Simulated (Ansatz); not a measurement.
Frontier orbitals of C2H3FO2Zr, SMILES `C#[C][Zr]([OH])([OH])[F]`.

| atom | x (Å) | y (Å) | z (Å) |
| --- | --- | --- | --- |
| C1 | -0.225 | 2.675 | 0.514 |
| C2 | -0.098 | 1.472 | 0.403 |
| Zr3 | 0.142 | -0.712 | 0.247 |
| O4 | -1.522 | -1.445 | -0.324 |
| O5 | 1.547 | -1.059 | -0.993 |
| F6 | 0.604 | -1.423 | 1.957 |
| H7 | -0.335 | 3.732 | 0.614 |
| H8 | -2.252 | -1.897 | -0.735 |
| H9 | 2.139 | -1.343 | -1.683 |

Charge 0, multiplicity 1. Correlated methods include outer-core shells of Zr, which these sets cover unevenly. Zr: def2 effective core potential. The geometry is a stationary point of PBE0-D4/def2-TZVP. It is one conformer, not always the lowest. Basis def2-TZVPP, Ansatz 0.2.0.

| functional | HOMO (eV) | LUMO (eV) | gap (eV) |
| --- | --- | --- | --- |
| PBE | -6.70 | -1.96 | 4.74 |
| B97M-V | -6.90 | -1.75 | 5.15 |
| PBE0 | -7.92 | -1.12 | 6.80 |
| r2SCAN0 | -8.10 | -1.01 | 7.09 |
| CAM-B3LYP | -9.26 | -0.04 | 9.22 |
| ωB97M-V | -10.16 | 0.58 | 10.74 |

A quarter of exact exchange (PBE0) shifts PBE's HOMO by −1.22 eV and its LUMO by +0.84 eV; full exchange at long range (ωB97M-V) shifts them by −3.46 and +2.54 eV. The gap opens from 4.75 to 10.75 eV, since occupied levels lose self-interaction and empty ones feel all the electrons. A positive LUMO is unbound and depends on the basis.
